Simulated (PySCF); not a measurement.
C3H8GeS.
Numbering: `[CH2:1]=[CH:2][GeH2:3][S:4][CH3:5]` (hydrogens: H6, H7 on C1; H8 on C2; H9, H10 on Ge3; H11, H12, H13 on C5)

Cartesian coordinates in Å at the PBE0-D3(BJ)/def2-SVP level; atoms count from 1:
```
atom  x, y, z in Å
C1     1.5449    0.7913    0.6882
C2     1.0788   -0.4562    0.5756
Ge3    0.2849   -1.1321   -1.0572
S4    -1.8907   -1.4611   -0.7401
C5    -2.3747    0.2283   -0.2666
H6     1.5379    1.4934   -0.1537
H7     1.9646    1.1711    1.6267
H8     1.1021   -1.1201    1.4485
H9     0.5074   -0.0838   -2.1681
H10    0.8402   -2.5085   -1.4581
H11   -3.4431    0.1924   -0.0134
H12   -2.2347    0.9352   -1.0973
H13   -1.8135    0.5769    0.6122
```

Theory: PBE0-D3(BJ)/def2-SVP geometry optimisation, gas phase (PySCF).

Take the most abundant isotopes and a rigid rotor. The values belong to one conformer with, in the numbering `[CH2:1]=[CH:2][GeH2:3][S:4][CH3:5]`, C1–C2–Ge3–S4 -111°, C2–Ge3–S4–C5 58°.

Task: What are A, B and C (cm⁻¹)?

Result: Ia = 138.57, Ib = 287.09, Ic = 381.60 u·Å²; 505379 MHz·u·Å²/I gives 3647, 1760 and 1324 MHz, that is A = 0.12165, B = 0.05872, C = 0.04418 cm⁻¹.

Task: Classify the top.

Result: An asymmetric top. Ray's parameter κ = (2B − A − C)/(A − C) = -0.625; −1 is the prolate and +1 the oblate limit.

Task: What does the inertial defect say?

Result: Not planar: Δ = Ic − Ia − Ib = -44.07 u·Å². For a rigid frame Δ = −2 Σ m c², so Σ m c² = 22.03 u·Å² lies off the ab plane: 9.90 from hydrogen and 12.13 from heavier atoms. The atom farthest from that plane is 1.75 Å away.

Task: Give the other two planar moments, Paa and Pbb, and the rms extents of the mass along the axes.

Result: Paa = Σ m a² = (Ib + Ic − Ia)/2 = 265.05 and Pbb = Σ m b² = (Ia + Ic − Ib)/2 = 116.54 u·Å². With the mass M = 149.96 u, the rms extents √(P/M) along a, b and c are 1.33, 0.88, 0.38 Å.

Task: Where do the levels up to J = 3 lie, in MHz?

Result: Above 0(0,0):
J = 1: 1(0,1) 3085, 1(1,1) 4971, 1(1,0) 5407
J = 2: 2(0,2) 9187, 2(1,2) 10705, 2(1,1) 12013, 2(2,1) 17673, 2(2,0) 17740
J = 3: 3(0,3) 18182, 3(1,3) 19266, 3(1,2) 21875, 3(2,2) 26927, 3(2,1) 27253, 3(3,1) 37489, 3(3,0) 37496
The levels of one J sum to (2J + 1)J(J + 1)(A + B + C)/3.

Task: Which types of transition are allowed, and where do some lines up to J = 2 fall?

Result: The dipole components are |μa| = 1.37 D, |μb| = 1.37 D, |μc| = 0.51 D. The squared components, which scale the intensities, stand as 1.00 : 1.00 : 0.14 (a : b : c). Some of the stronger lines:

| type | branch | J(Ka,Kc) | MHz | lower level (cm⁻¹) |
| --- | --- | --- | --- | --- |
| a | Q | 1(1,0) ← 1(1,1) | 436 | 0.166 |
| a | Q | 2(1,1) ← 2(1,2) | 1308 | 0.357 |
| c | Q | 2(1,2) ← 2(0,2) | 1518 | 0.306 |
| c | Q | 1(1,1) ← 1(0,1) | 1887 | 0.103 |
| b | Q | 1(1,0) ← 1(0,1) | 2323 | 0.103 |
| b | Q | 2(1,1) ← 2(0,2) | 2826 | 0.306 |
| a | R | 1(0,1) ← 0(0,0) | 3085 | 0.000 |
| b | R | 2(0,2) ← 1(1,1) | 4216 | 0.166 |
| b | R | 1(1,1) ← 0(0,0) | 4971 | 0.000 |
| c | R | 1(1,0) ← 0(0,0) | 5407 | 0.000 |
| c | Q | 2(2,1) ← 2(1,1) | 5660 | 0.401 |
| b | Q | 2(2,0) ← 2(1,1) | 5727 | 0.401 |
| a | R | 2(1,2) ← 1(1,1) | 5734 | 0.166 |
| a | R | 2(0,2) ← 1(0,1) | 6102 | 0.103 |
| a | R | 2(1,1) ← 1(1,0) | 6605 | 0.180 |
| b | Q | 2(2,1) ← 2(1,2) | 6968 | 0.357 |
| b | R | 2(1,2) ← 1(0,1) | 7620 | 0.103 |
| c | R | 2(1,1) ← 1(0,1) | 8928 | 0.103 |
| b | R | 2(2,1) ← 1(1,0) | 12265 | 0.180 |
| c | R | 2(2,0) ← 1(1,0) | 12333 | 0.180 |
| c | R | 2(2,1) ← 1(1,1) | 12701 | 0.166 |
| b | R | 2(2,0) ← 1(1,1) | 12768 | 0.166 |

No frequency check. Constants of a rigid frame at the computed geometry: no zero-point averaging, no centrifugal distortion. A rigid rotor knows nothing of internal rotation, which can split or shift real lines.

The run took 38 s on one thread, Arm Neoverse V1 (aarch64) (shared host), and the process peaked at 0.56 GiB of memory. These figures are those of the optimisation.
